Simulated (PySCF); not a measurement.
C4H7FSi, SMILES C=C/C=C\[SiH2]F.

Geometry optimised at B3LYP-D3(BJ)/def2-SVP. The structure was generated by enumeration; whether it is a known compound was not checked. The values are those of a single conformer.

These are PySCF 2.14.0 with TDA-PBE/def2-SVPD values and carry that method's errors.

Vertical excitations.  State labels are in the subgroup Cs.

| state | symmetry | energy (eV) | λ (nm) | f | main pairs |
|---|---|---|---|---|---|
| S1 | A" | 5.37 | 231 | 0.002 | HOMO−1→LUMO 99 % |
| S2 | A' | 5.37 | 231 | 0.384 | HOMO→LUMO 52 %, HOMO−2→LUMO 37 % |
| S3 | A" | 5.47 | 227 | 0.000 | HOMO→LUMO+1 100 % |
| S4 | A' | 5.88 | 211 | 0.335 | HOMO−2→LUMO 43 %, HOMO→LUMO 26 %, HOMO→LUMO+2 25 % |
| S5 | A' | 6.33 | 196 | 0.185 | HOMO−3→LUMO 50 %, HOMO→LUMO+2 30 %, HOMO→LUMO 10 % |
| S6 | A" | 6.42 | 193 | 0.003 | HOMO→LUMO+3 100 % |
| S7 | A" | 6.64 | 187 | 0.018 | HOMO→LUMO+4 90 % |
| S8 | A" | 6.70 | 185 | 0.000 | HOMO−4→LUMO 90 % |
| S9 | A" | 6.78 | 183 | 0.005 | HOMO→LUMO+5 100 % |
| S10 | A' | 7.09 | 175 | 0.016 | HOMO−1→LUMO+1 98 % |
| T1 | A' | 2.99 | 415 | 0 | HOMO→LUMO 98 % |
| T2 | A' | 4.94 | 251 | 0 | HOMO−2→LUMO 58 %, HOMO→LUMO+2 22 %, HOMO−3→LUMO 20 % |
| T3 | A" | 4.98 | 249 | 0 | HOMO−1→LUMO 99 % |
| T4 | A" | 5.40 | 229 | 0 | HOMO→LUMO+1 100 % |
Triplets are in the Tamm–Dancoff approximation.
